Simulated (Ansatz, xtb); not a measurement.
# Two isomers of C8H10

We compare I, `Cc1cccc(C)c1`, a singlet, with II, `Cc1ccc(C)cc1`, a singlet. Both are isolated molecules in the gas phase, relaxed with PBE-D3(BJ)/def2-SVP.

I (Å):

```yaml
atoms:
  - { symbol: C, position_ang: [-2.5016, -3.5780, 0.2781] }
  - { symbol: C, position_ang: [-1.5797, -2.4813, -0.1957] }
  - { symbol: C, position_ang: [-0.1942, -2.7049, -0.3265] }
  - { symbol: C, position_ang: [0.6589, -1.6680, -0.7300] }
  - { symbol: C, position_ang: [0.1427, -0.3951, -1.0126] }
  - { symbol: C, position_ang: [-1.2390, -0.1422, -0.8989] }
  - { symbol: C, position_ang: [-1.8124, 1.2112, -1.2403] }
  - { symbol: C, position_ang: [-2.0780, -1.1968, -0.4881] }
  - { symbol: H, position_ang: [-3.5228, -3.4622, -0.1361] }
  - { symbol: H, position_ang: [-2.5966, -3.5686, 1.3856] }
  - { symbol: H, position_ang: [-2.1247, -4.5802, -0.0066] }
  - { symbol: H, position_ang: [0.2180, -3.7026, -0.1067] }
  - { symbol: H, position_ang: [1.7399, -1.8540, -0.8256] }
  - { symbol: H, position_ang: [0.8187, 0.4152, -1.3286] }
  - { symbol: H, position_ang: [-2.1298, 1.2531, -2.3048] }
  - { symbol: H, position_ang: [-1.0697, 2.0194, -1.0902] }
  - { symbol: H, position_ang: [-2.7054, 1.4442, -0.6269] }
  - { symbol: H, position_ang: [-3.1610, -1.0104, -0.3924] }
```

II (Å):

```tsv
atom	x (Å)	y (Å)	z (Å)
C	-0.0402	-2.6724	1.7464
C	-0.6720	-1.9689	0.5709
C	-1.9336	-1.3505	0.6819
C	-2.5370	-0.7276	-0.4192
C	-1.9027	-0.6929	-1.6773
C	-2.5351	0.0108	-2.8524
C	-0.6412	-1.3113	-1.7883
C	-0.0378	-1.9343	-0.6870
H	1.0661	-2.6576	1.6852
H	-0.3386	-2.2100	2.7082
H	-0.3495	-3.7395	1.7890
H	-2.4552	-1.3592	1.6527
H	-3.5249	-0.2541	-0.2999
H	-2.2197	-0.4376	-3.8154
H	-3.6416	-0.0234	-2.8021
H	-2.2440	1.0834	-2.8819
H	-0.1196	-1.3026	-2.7591
H	0.9502	-2.4078	-0.8063
```

Task: Which of the two would you expect CCSD(T)/def2-SVP + ΔMP2/def2-TZVPP electronic energies to favour?

Result: Too close to call at this level: CCSD(T)/def2-SVP + ΔMP2/def2-TZVPP gives E(II) − E(I) = +0.15 kcal/mol.

How the difference moves with the method:

| level | geometry | E(II) − E(I) (kcal/mol) | departure from the last row (kcal/mol) | job, with rough time for the two |
| --- | --- | --- | --- | --- |
| GFN2-xTB | GFN2-xTB | +0.07 | −0.08 | optimisation, 0.17 s |
| HF/STO-3G | GFN2-xTB | −0.01 | −0.16 | single point, 0.56 s |
| r2SCAN-D4/def2-SVP | GFN2-xTB | +0.12 | −0.03 | single point, 7.3 s |
| PBE-D3(BJ)/def2-SVP | PBE-D3(BJ)/def2-SVP | +0.05 | −0.10 | optimisation, 14 s |
| HF/def2-SVP | PBE-D3(BJ)/def2-SVP | +0.14 | −0.01 | part of the CCSD(T) run |
| MP2/def2-SVP | PBE-D3(BJ)/def2-SVP | 0.00 | −0.15 | part of the CCSD(T) run |
| CCSD(T)/def2-SVP | PBE-D3(BJ)/def2-SVP | +0.09 | −0.06 | single point |
| CCSD(T)/def2-SVP + ΔMP2/def2-TZVPP | PBE-D3(BJ)/def2-SVP | +0.15 |  | single point, 87 s |

As drawn, both hold the same kinds of bond in the same numbers.

The largest departure from CCSD(T)/def2-SVP + ΔMP2/def2-TZVPP is that of HF/STO-3G, 0.16 kcal/mol. A small imaginary or near-zero mode remains, so no thermal terms are given. The last row adds to CCSD(T) the change of the MP2 difference between the two basis sets, here +0.06 kcal/mol.

The correlated steps freeze 8 core orbitals. Codes used: Ansatz 0.2.0, xtb 6.7.1; the last row on 4 threads of Intel(R) Xeon(R) Platinum 8259CL CPU @ 2.50GHz (Skylake/Cascade Lake) on a shared host.
